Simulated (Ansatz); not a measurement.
**What each rung costs, and what it gives**

Saddle point of GeSiH₆Cl, doublet (SiH₃Cl ([SiH3][Cl]) + GeH₃ → SiH₂Cl ([SiH2][Cl]) + GeH₄; bonds formed: H1–Ge4; bonds broken: H1–Si2), PBE0-D4/def2-TZVP structure:

| atom | x (Å) | y (Å) | z (Å) |
| --- | --- | --- | --- |
| H1 | 0.1096 | -0.0368 | 0.3258 |
| Si2 | -1.4648 | -0.9980 | 0.2227 |
| Cl3 | -1.9111 | -0.6366 | -1.7547 |
| Ge4 | 1.4957 | 0.9437 | 0.0051 |
| H5 | -2.5816 | -0.4726 | 1.0526 |
| H6 | -1.3188 | -2.4674 | 0.4036 |
| H7 | 2.3191 | 0.2798 | -1.1099 |
| H8 | 2.3321 | 1.0511 | 1.2917 |
| H9 | 1.0198 | 2.3368 | -0.4369 |

Barriers are electronic and count from the start structure reached by relaxing down the imaginary mode. Spin–orbit coupling is left out.

Program: Ansatz 0.2.0. Basis: as named in each row. Cores are frozen in the correlated methods; orbitals are unrestricted. Filled d shells of the heavier atoms are correlated. The def2 sets are not built for correlating such inner shells, so the correlated values are less sure here. B3LYP uses VWN-RPA correlation. Extrapolation: Hartree–Fock as exp(−7.88 √X), correlation as X^−2.97.

Times are rough, for one single point on 8 threads of a shared host (Intel Xeon).

The estimate by CCSD(T) at an estimated basis limit (MP2 extrapolated from triple and quadruple zeta, plus CCSD(T) − MP2 in triple zeta) is 53.7 kJ/mol.

| method | basis | time (s) | barrier (kJ/mol) | method less estimate |
| --- | --- | --- | --- | --- |
| HF | STO-3G | under 1 | 59.5 | 5.8 |
| SPW92 | def2-SVP | under 1 | -0.1 | -53.7 |
| PBE-D4 | STO-3G | 1 | -14.2 | -67.9 |
| B3LYP-D4 | 6-31G | 2 | 21.0 | -32.7 |
| PBE-D4 | def2-SVP | 2 | 19.1 | -34.6 |
| PBE0-D4 | def2-SVP | 2 | 33.0 | -20.7 |
| SPW92 | def2-TZVPP | 2 | 1.3 | -52.4 |
| PBE-D4 | def2-TZVPP | 3 | 20.0 | -33.7 |
| BLYP-D4 | def2-TZVPP | 3 | 28.2 | -25.5 |
| RPA on PBE | def2-TZVPP | 5 | 57.4 | 3.7 |
| r2SCAN-D4 | def2-TZVPP | 6 | 32.9 | -20.7 |
| PBE0-D4 | def2-TZVPP | 6 | 33.7 | -20.0 |
| B3LYP-D4 | def2-TZVPP | 6 | 38.4 | -15.2 |
| BHLYP-D4 | def2-TZVPP | 6 | 54.2 | 0.5 |
| wB97M-V | def2-SVP | 6 | 54.0 | 0.3 |
| CAM-B3LYP-D4 | def2-TZVPP | 6 | 47.2 | -6.5 |
| PBE-QIDH | def2-TZVPP | 6 | 50.2 | -3.5 |
| r2SCAN0-D4 | def2-TZVPP | 7 | 42.1 | -11.5 |
| B2PLYP | def2-TZVPP | 7 | 49.6 | -4.0 |
| CCSD(T) | def2-SVP | 9 | 68.5 | 14.8 |
| B97M-V | def2-TZVPP | 10 | 26.7 | -27.0 |
| wB97X-V | def2-TZVPP | 10 | 48.9 | -4.8 |
| wB97M-V | def2-TZVPP | 12 | 55.2 | 1.5 |
| MP2 | def2-QZVPP | 24 | 60.2 | 6.5 |
| CCSD(T) | def2-TZVPP | 190 | 56.9 | 3.3 |

All methods are single points on the PBE0-D4 structures; a negative value means that the method puts the saddle structure below the start.

T1 diagnostic: at most 0.013. ⟨S²⟩ of the unrestricted Hartree–Fock references: 0.75 to 0.78 (a pure state has 0.75).

Radical steps of this kind take place in plasma deposition and etching.

Labels in which every atom is bracketed show which atoms are joined, not bond orders.
